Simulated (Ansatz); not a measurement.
Consider the redistribution: `C=CO[Si](F)(F)F` + `C[SiH2]BCl` → `F[Si](F)(F)BCl` + `C=CO[SiH2]C`.

Gas-phase electronic energies from Ansatz, PBE0-D4/def2-TZVP geometries. CCSD(T)/CBS adds triple-zeta CCSD(T) − MP2 to the extrapolated MP2 energy (def2 sets, frozen cores). Functionals use def2-TZVPP. One conformer a species, not always the lowest.

| level | ΔE (kJ/mol) |
| --- | --- |
| ωB97X-V | 16.1 |
| PBE | 13.8 |

(1) What does CCSD(T)/CBS give? (Best estimate.)

Largest T1 diagnostic among the species: 0.013.

## Answers

(1) Ansatz gave: +20.3 kJ/mol. The listed levels differ from it by -4.2, -6.5 kJ/mol.

In def2-TZVPP, CCSD(T) changes the Hartree–Fock value by −3.3 kJ/mol (the triples alone add −1.3 kJ/mol) and MP2 by −6.7 kJ/mol. From PBE to PBE0 (25 % exact exchange), in def2-TZVPP and without D4, ΔE moves by +5.1 kJ/mol.
